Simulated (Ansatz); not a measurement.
Consider the ligand exchange at the Si–C bond: `[SiH3]CCBr` + `C[SiH2]O` → `C[SiH2]O[SiH3]` + `CCBr`.

Computed with Ansatz on PBE0-D4/def2-TZVP structures; ΔE is electronic, products minus reactants. CCSD(T)/CBS is the MP2 limit (def2-TZVPP, def2-QZVPP) plus CCSD(T) − MP2 in def2-TZVPP, frozen cores. This one scheme is used for every species. Functionals use def2-TZVPP. B3LYP here is the variant with VWN-RPA as its local correlation; programs differ in this. HSE06 is defined as in plane-wave codes. For Br outer-core shells are correlated without core-valence functions, which leaves a few kJ/mol of doubt a bond. Scalar relativity is left out up to krypton. Each species was taken in one conformer, which may not be the lowest.

```
             level  ΔE (kJ/mol)  difference from CCSD(T)/CBS
           PBE0-D4       -106.4                          8.4
          B3LYP-D4       -118.3                         -3.5
        r2SCANh-D4       -114.1                          0.7
          HSE06-D4       -106.2                          8.6
           r2SCANh       -114.2                          0.6
             HSE06       -106.6                          8.2
    MP2/def2-TZVPP       -115.6                         -0.8
SCS-MP2/def2-QZVPP       -121.7                         -6.9
      HF/CBS(def2)       -142.9                        -28.1
    CCSD/CBS(def2)       -118.6                         -3.8
       CCSD(T)/CBS       -114.8                            0
```

Largest T1 diagnostic among the species: 0.011.

From PBE to PBE0 (25 % exact exchange), in def2-TZVPP and without D4, ΔE moves by −6.6 kJ/mol. In def2-TZVPP, CCSD(T) changes the Hartree–Fock value by +25.8 kJ/mol (the triples alone add +3.8 kJ/mol) and MP2 by +25.0 kJ/mol. Leaving LDA and LC-ωPBE aside and taking each functional with its dispersion term where it has one, the values, not all of them listed here, spread over 28.9 kJ/mol, from BHLYP-D4 to revPBE-D4.
